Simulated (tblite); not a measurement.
Record of a relaxation.

Compound: C7H13ClOSi.
Atom-mapped SMILES: `[CH3:1]/[C:2](=[C:3](\[SiH3:4])[C:5](=[O:6])[Cl:7])[CH:8]([CH3:9])[CH3:10]` (hydrogens: H11, H12, H13 on C1; H14, H15, H16 on Si4; H17 on C8; H18, H19, H20 on C9; H21, H22, H23 on C10)

Computed with GFN2-xTB (tblite), gas phase: L-BFGS steps from a force-field or distance-geometry start until the largest atomic force falls under 0.01 eV/Å. 4 of its 121 geometries are shown.

Step 0: E = -869.1402 eV, largest atomic force 3.577 eV/Å
```
atom  x, y, z in Å  |  force x, y, z in eV/Å
C1      0.236   -1.724   -0.419   -0.382   0.391   0.330
C2      0.184   -0.249   -0.043    0.982   0.031   0.583
C3      1.248    0.381    0.550   -3.160   0.523  -0.209
Si4     2.911   -0.245    0.967    1.818  -0.948   0.550
C5      1.140    1.830    0.924    1.087   0.632  -3.349
O6      1.574    2.668    0.127   -1.119  -1.291   2.584
Cl7     0.392    2.205    2.451    0.207   0.056  -0.212
C8     -1.125    0.466   -0.366   -0.106  -0.112   0.010
C9     -1.498    0.333   -1.851   -0.134   0.064  -0.183
C10    -2.286   -0.024    0.521    0.024   0.108   0.389
H11    -0.636   -2.256   -0.006    0.209   0.356  -0.187
H12     1.110   -2.251   -0.054    0.229   0.282   0.098
H13     0.209   -1.829   -1.498   -0.029   0.017  -0.154
H14     3.670   -0.610   -0.256   -0.210   0.161   0.249
H15     2.773   -1.475    1.798   -0.019   0.293  -0.189
H16     3.681    0.735    1.783   -0.296  -0.241  -0.321
H17    -1.029    1.539   -0.183    0.297  -0.002   0.143
H18    -2.366    0.967   -2.084    0.309  -0.140   0.169
H19    -1.774   -0.687   -2.116    0.097   0.021   0.079
H20    -0.668    0.654   -2.487   -0.136  -0.074   0.149
H21    -3.175    0.603    0.361    0.345  -0.185  -0.004
H22    -2.562   -1.056    0.301    0.097   0.128   0.021
H23    -2.012    0.051    1.590   -0.109  -0.068  -0.547
```

Step 40: E = -869.5605 eV, largest atomic force 0.040 eV/Å
```
atom  x, y, z in Å  |  force x, y, z in eV/Å
C1      0.249   -1.685   -0.396    0.002  -0.014  -0.014
C2      0.170   -0.234   -0.054   -0.008  -0.014   0.019
C3      1.193    0.421    0.501    0.025   0.003  -0.028
Si4     2.891   -0.301    0.965    0.022  -0.006   0.009
C5      1.140    1.833    0.819    0.012  -0.008   0.011
O6      1.600    2.771    0.261   -0.006   0.006   0.018
Cl7     0.356    2.080    2.431   -0.012   0.034   0.017
C8     -1.127    0.475   -0.378    0.003   0.002  -0.003
C9     -1.504    0.319   -1.851   -0.008  -0.001  -0.021
C10    -2.256   -0.025    0.527   -0.002   0.004   0.003
H11    -0.620   -2.211   -0.007   -0.011  -0.012  -0.022
H12     1.146   -2.143    0.012    0.007   0.017   0.000
H13     0.264   -1.809   -1.477   -0.009  -0.019  -0.017
H14     3.581   -0.679   -0.269   -0.016  -0.013  -0.008
H15     2.662   -1.467    1.821    0.007   0.005   0.012
H16     3.662    0.704    1.690   -0.012   0.012  -0.003
H17    -0.987    1.543   -0.180    0.012   0.010   0.008
H18    -2.361    0.948   -2.079   -0.025   0.012   0.003
H19    -1.768   -0.709   -2.085    0.001  -0.026   0.010
H20    -0.680    0.625   -2.491    0.023   0.003  -0.002
H21    -3.147    0.578    0.373   -0.001   0.003  -0.010
H22    -2.505   -1.061    0.306   -0.006   0.005   0.009
H23    -1.965    0.053    1.571    0.003  -0.004   0.009
```

Step 80: E = -869.5692 eV, largest atomic force 0.021 eV/Å
```
atom  x, y, z in Å  |  force x, y, z in eV/Å
C1      0.279   -1.664   -0.459   -0.009   0.005  -0.002
C2      0.179   -0.226   -0.068   -0.007  -0.003   0.013
C3      1.190    0.420    0.521   -0.003   0.002  -0.001
Si4     2.893   -0.310    0.960   -0.001  -0.002  -0.005
C5      1.123    1.814    0.902    0.000   0.005   0.000
O6      1.655    2.767    0.439   -0.004  -0.006   0.007
Cl7     0.180    2.018    2.434    0.005   0.008   0.001
C8     -1.119    0.483   -0.391    0.002  -0.001   0.000
C9     -1.527    0.282   -1.851   -0.001   0.001   0.002
C10    -2.236    0.015    0.548    0.005   0.001  -0.004
H11    -0.625   -2.196   -0.172    0.007  -0.007   0.003
H12     1.135   -2.142    0.010   -0.020   0.005  -0.001
H13     0.385   -1.750   -1.540    0.016   0.004   0.004
H14     3.473   -0.889   -0.253   -0.002   0.000  -0.002
H15     2.680   -1.338    1.983    0.004  -0.002  -0.005
H16     3.748    0.754    1.476   -0.006  -0.001  -0.001
H17    -0.970    1.555   -0.226   -0.002  -0.002  -0.005
H18    -2.400    0.892   -2.075    0.001   0.004   0.001
H19    -1.781   -0.756   -2.048    0.005   0.003  -0.007
H20    -0.721    0.583   -2.517   -0.003  -0.009   0.000
H21    -3.132    0.605    0.373    0.004  -0.001   0.001
H22    -2.479   -1.032    0.379    0.009   0.001   0.003
H23    -1.936    0.142    1.585    0.000  -0.001  -0.005
```

Step 120: E = -869.5713 eV, largest atomic force 0.008 eV/Å
```
atom  x, y, z in Å  |  force x, y, z in eV/Å
C1      0.282   -1.656   -0.455   -0.002   0.005   0.003
C2      0.171   -0.221   -0.053   -0.002   0.004  -0.004
C3      1.183    0.424    0.536    0.000  -0.001   0.002
Si4     2.893   -0.313    0.932    0.001   0.001   0.001
C5      1.122    1.817    0.923    0.002  -0.002   0.003
O6      1.672    2.765    0.472    0.002  -0.001  -0.002
Cl7     0.159    2.029    2.440   -0.002  -0.001  -0.004
C8     -1.124    0.484   -0.385   -0.001   0.000  -0.005
C9     -1.525    0.267   -1.845    0.000   0.000  -0.004
C10    -2.241    0.022    0.556    0.001   0.001   0.000
H11    -0.664   -2.170   -0.306   -0.001  -0.001   0.001
H12     1.054   -2.165    0.116   -0.001   0.000  -0.001
H13     0.538   -1.725   -1.512    0.001  -0.001   0.003
H14     3.438   -0.882   -0.302    0.001  -0.002  -0.002
H15     2.701   -1.354    1.945    0.003   0.000   0.000
H16     3.760    0.744    1.439   -0.001   0.000   0.001
H17    -0.977    1.559   -0.231   -0.003  -0.002  -0.001
H18    -2.391    0.880   -2.083   -0.003  -0.001   0.004
H19    -1.783   -0.772   -2.032    0.001  -0.001   0.002
H20    -0.713    0.553   -2.510    0.004   0.006   0.003
H21    -3.149    0.586    0.355    0.000  -0.002  -0.004
H22    -2.458   -1.034    0.420   -0.002   0.001   0.002
H23    -1.954    0.189    1.592    0.003  -0.002   0.002
```

Problem. Summarise the path.

Solution. The energy falls by 9.94 kcal/mol from step 0 to step 120; nine tenths of that is first reached at step 6. It falls at every step. The largest force goes from 3.577 to 0.008 eV/Å. Among the bonds C3–Si4 changes most, from 1.825 to 1.903 Å; the atoms move by 0.198 Å rms after alignment.

Problem. Follow the three bonds and two angles with the largest change from start to end.

Solution. 
```csv
step,E above end (kcal/mol),largest force (eV/Å),C3–Si4 (Å),C5–Cl7 (Å),C3–C5 (Å),C3–C5–O6 (°),O6–C5–Cl7 (°)
0,9.94,3.577,1.825,1.741,1.500,118.0,124.8
5,1.18,0.266,1.915,1.815,1.454,129.7,117.4
10,0.57,0.117,1.908,1.801,1.451,129.2,118.6
16,0.39,0.051,1.901,1.810,1.449,130.6,118.5
21,0.35,0.038,1.903,1.809,1.449,130.4,118.5
26,0.31,0.038,1.902,1.810,1.449,130.6,118.5
31,0.29,0.037,1.904,1.810,1.449,130.8,118.3
37,0.27,0.028,1.904,1.811,1.449,130.8,118.5
42,0.23,0.049,1.902,1.810,1.447,130.9,118.6
47,0.20,0.043,1.906,1.811,1.449,130.9,118.3
52,0.16,0.058,1.902,1.810,1.448,130.7,118.3
57,0.11,0.039,1.904,1.811,1.448,130.5,118.2
63,0.08,0.021,1.904,1.810,1.448,130.4,118.3
68,0.07,0.027,1.903,1.810,1.447,130.5,118.3
73,0.06,0.026,1.905,1.810,1.448,130.6,118.2
78,0.05,0.025,1.903,1.810,1.447,130.6,118.2
83,0.05,0.026,1.905,1.811,1.447,130.6,118.3
89,0.04,0.022,1.903,1.810,1.448,130.6,118.2
94,0.03,0.022,1.903,1.810,1.447,130.5,118.2
99,0.02,0.012,1.904,1.810,1.447,130.5,118.2
104,0.01,0.016,1.904,1.810,1.447,130.4,118.2
110,0.01,0.025,1.904,1.810,1.447,130.5,118.2
115,0.00,0.011,1.904,1.809,1.447,130.4,118.2
120,0.00,0.008,1.903,1.810,1.447,130.4,118.2
```

What follows is the cost of the whole relaxation. The run took 1.1 s of wall time on one thread, Arm Neoverse V2 (aarch64), shared host with 96 logical CPUs at a one-minute load of 41.
